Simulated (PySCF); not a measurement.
ORD: SMILES CC[C@@H]1NC[C@@H]1C, C6H13N

Geometry (Å), atoms numbered from 1 in this order:
```xyz
20

C     2.571   -0.222   -0.389
C     1.217   -0.704    0.118
C     0.080    0.088   -0.513
N    -0.047    1.463   -0.016
C    -1.503    1.350    0.064
C    -1.380   -0.178   -0.068
C    -1.573   -0.929    1.236
H     3.375   -0.797    0.063
H     2.710    0.826   -0.137
H     2.639   -0.330   -1.470
H     1.178   -0.587    1.200
H     1.083   -1.761   -0.124
H     0.169    0.025   -1.609
H     0.319    2.197   -0.611
H    -1.902    1.720    1.011
H    -2.052    1.814   -0.764
H    -2.005   -0.622   -0.845
H    -1.013   -0.454    2.036
H    -1.244   -1.961    1.139
H    -2.628   -0.927    1.505
```

Method: TDDFT PBE0/def2-SVPD circular dichroism and optical rotation, one conformer, gas phase in PySCF 2.14.0. Geometry: GFN2-xTB.

The molecule is flexible and this is one conformer; a measurement averages over conformers. States above about 6.4 eV (minus the energy of the highest occupied orbital) lie near or above the ionisation threshold and depend on the basis.

Stereocentres: C3 S, C6 S.

Problem. What is the specific rotation at 633, 589.3, 546, 436, 405, 365, 355 nm?

Solution. [α] in deg dm⁻¹ (g/mL)⁻¹:
| λ (nm) | origin-invariant length gauge | modified velocity gauge | length gauge (centre of mass) | isotropic polarisability (au) |
| --- | --- | --- | --- | --- |
| 633 | -9.7 | -1.5 | -9.9 | 80.3 |
| 589.3 | -10.8 | -1.1 | -10.9 | 80.5 |
| 546 | -11.8 | -0.3 | -12.0 | 80.8 |
| 436 | -12.7 | +6.8 | -13.0 | 82.1 |
| 405 | -10.9 | +12.6 | -11.3 | 82.7 |
| 365 | -3.6 | +27.5 | -4.1 | 83.7 |
| 355 | 0.0 | +33.6 | -0.5 | 84.0 |

Where the gauges differ in sign the basis doesn't settle the rotation.

Problem. And for the mirror image at 589.3 nm?

Solution. +10.8 deg dm⁻¹ (g/mL)⁻¹ (origin-invariant length gauge): the same size and the opposite sign.

Problem. What is the molar rotation [Φ] = [α]·M/100 of the geometry above at 589.3 nm?

Solution. With M = 99.18 g/mol, -10.7 deg cm² dmol⁻¹ (origin-invariant length gauge).

The first excitation lies at 5.88 eV (211 nm) with R = +7.3 × 10⁻⁴⁰ esu² cm² (velocity form).
